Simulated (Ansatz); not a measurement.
CHO, doublet, at a GFN2-xTB geometry; CCSD/6-311G** run with Ansatz (a program for electronic structure).

Here is a job for Ansatz.
Ansatz 0.2 input:
```yaml
crystal:
  periodic: [false, false, false]
  atoms:
    - {symbol: C, position_ang: [0.05077793, 0.58558918, 0.01134278]}
    - {symbol: O, position_ang: [0.06582174, -0.59411259, -0.01340927]}
    - {symbol: H, position_ang: [-0.83124157, 1.23936563, 0.03921745]}
basis:
  gaussian:
    orbitals: 6-311G__.json
magnetization: {spin_polarized: true, initial_magnetization: 1}
correlation: {method: ccsd}
```
The basis file holds 6-311G** in the JSON format of the Basis Set Exchange.

It wrote (shortened):

```
Functional definition: HF
342 factors; integrals over basis functions are off by at most 1.2e-3 eV
mean field evaluation 1: about -3080.8923 eV, gradient 1.9e1 eV
mean field evaluation 2: about -3080.8959 eV, gradient 1.9e1 eV
mean field evaluation 4: about -3082.4122 eV, gradient 2.1e0 eV
mean field evaluation 8: about -3082.4603 eV, gradient 2.4e-1 eV
mean field evaluation 16: about -3081.6244 eV, gradient 1.5e1 eV
mean field evaluation 32: about -3080.1528 eV, gradient 1.6e0 eV
mean field evaluation 64: about -3080.0876 eV, gradient 7.6e-1 eV
mean field -3082.46669682 eV, -113.2785617372 hartree, gradient 3.9e-6 eV, S^2 0.764797; 2 other end points of the search recorded, 0 dependent functions left out
2 core orbitals not correlated
reference -3082.46669682 eV, -113.2785617372 hartree; 6, 5 occupied and 34, 35 virtual orbitals, 342 factors
second order -8.55927741 eV of doubles, -0.00000000 eV of singles
cycle   1  -8.38699515 eV  change    1.7e-1 eV  update   9.5e-2
cycle   2  -8.71321307 eV  change   -3.3e-1 eV  update   3.0e-2
cycle   3  -8.80951700 eV  change   -9.6e-2 eV  update   1.9e-2
cycle   4  -8.80005491 eV  change    9.5e-3 eV  update   5.6e-3
cycle   5  -8.80145441 eV  change   -1.4e-3 eV  update   3.0e-3
cycle   6  -8.80196938 eV  change   -5.1e-4 eV  update   1.2e-3
cycle   7  -8.80190555 eV  change    6.4e-5 eV  update   4.5e-4
cycle   8  -8.80207166 eV  change   -1.7e-4 eV  update   1.5e-4
cycle   9  -8.80203391 eV  change    3.8e-5 eV  update   3.9e-5
cycle  10  -8.80203148 eV  change    2.4e-6 eV  update   1.4e-5
Total energy: -3091.26872830 eV, -113.6020304279 hartree
```
